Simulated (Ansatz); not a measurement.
Basis sets compared for V(NH)(OH)3 (VNO₃H₄). The state is a singlet with charge 0. Geometry PBE0-D4/def2-SVP. Ansatz on 4 threads of Arm Neoverse V2 on a shared host; times are rough, and most runs start from earlier orbitals.

| atom | x (Å) | y (Å) | z (Å) |
| --- | --- | --- | --- |
| V1 | 0.242 | -0.156 | 0.010 |
| N2 | -1.101 | 0.707 | -0.046 |
| H3 | -1.957 | 1.257 | -0.081 |
| O4 | -0.179 | -1.851 | 0.206 |
| H5 | -1.089 | -2.158 | 0.265 |
| O6 | 1.210 | 0.387 | 1.373 |
| H7 | 0.931 | 1.095 | 1.962 |
| O8 | 1.129 | 0.076 | -1.490 |
| H9 | 0.813 | 0.643 | -2.200 |

The restricted singlet is unstable towards broken spin symmetry in Hartree–Fock (as tested in another run); at PBE-D4/def2-SVP, PBE0-D4/def2-SVP, PBE0-D4/def2-TZVP this wasn't settled.

Binding counts from free atoms (V quartet, N quartet, H doublet, O triplet) in the same basis, without a counterpoise term.

| level | functions | energy (Eh) | HOMO (eV) | LUMO (eV) | binding per atom (eV) | wall time |
| --- | --- | --- | --- | --- | --- | --- |
| PBE-D4/def2-SVP | 107 | -1226.1424 | -6.57 | -2.03 | – | 0.9 s |
| PBE0-D4/def2-SVP | 107 | -1226.0996 | -8.31 | -1.32 | 3.90 | 1.3 s |

Problem. Estimate the rows for PBE-D4/def2-TZVP, PBE0-D4/def2-TZVP.

Solution. 
| level | functions | energy (Eh) | HOMO (eV) | LUMO (eV) | binding per atom (eV) | wall time |
| --- | --- | --- | --- | --- | --- | --- |
| PBE-D4/def2-TZVP | 193 | -1226.6177 | -7.02 | -2.43 | – | 1.6 s |
| PBE0-D4/def2-TZVP | 193 | -1226.5732 | -8.59 | -1.57 | – | 2.3 s |
